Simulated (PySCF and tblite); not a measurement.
The numbers below are computed, except where a source is named.
C11H8BrF, numbered as in [F:1][CH2:2][c:3]1[cH:4][cH:5][c:6]([Br:7])[c:8]2[cH:9][cH:10][cH:11][cH:12][c:13]12.

Search: ETKDG and KDG, MMFF94s, GFN2-xTB, 60 starts; geometries at GFN2-xTB. Energies: B3LYP-D3(BJ)/def2-SVP, with GFN2-xTB thermal terms (modes under about 100 cm⁻¹ blended into free rotors). Symmetry numbers and mirror images are counted. Conformers within 2.5 kcal/mol (GFN2-xTB free energy) were kept, 2 at most. GIAO shieldings: mPW1PW91/6-31G*. Shifts are against CFCl3 (¹⁹F) at the same level. Programs: PySCF with density fitting and tblite.

Torsions listed: F1–C2–C3–C4. Of a mirror pair one member is shown.

| conformer | shape | symmetry | E(GFN2) kcal/mol | E(DFT) kcal/mol |
| --- | --- | --- | --- | --- |
| 1 | 119° | C1 (pair) | 0.47 | 0.07 |
| 2 | 0° | Cs | 0.00 | 0.00 |

Q: How much do the weights at 298.15 K and the averaged shift of F1 depend on how the conformers are weighted?

A: 
| weighting | 1 (%) | 2 (%) | δ (ppm) | rms dipole (D) |
| --- | --- | --- | --- | --- |
| DFT energy with thermal terms, symmetry and mirror images (full scheme) | 58 | 42 | -233.0 | 1.61 |
| DFT energy with symmetry and mirror images | 64 | 36 | -231.3 | 1.57 |
| bare DFT energy | 47 | 53 | -236.6 | 1.68 |
| GFN2-xTB energy with symmetry and mirror images | 47 | 53 | -236.5 | 1.67 |
| GFN2-xTB free energy | 42 | 58 | -238.2 | 1.71 |
| leading conformer alone | 100 | 0 | -220.1 | 1.33 |
| equal weights | 50 | 50 | -235.7 | 1.66 |

The largest departure from the full scheme, 12.9 ppm, comes with: leading conformer alone.

The minima are those of GFN2-xTB; planar forms about aryl–S or allylic bonds may be saddles in DFT. Spin–orbit effects of the heavy atoms on shieldings are missing. Unscaled ¹⁹F shifts at such levels can be off by tens of ppm; differences between conformers or isomers are more reliable.
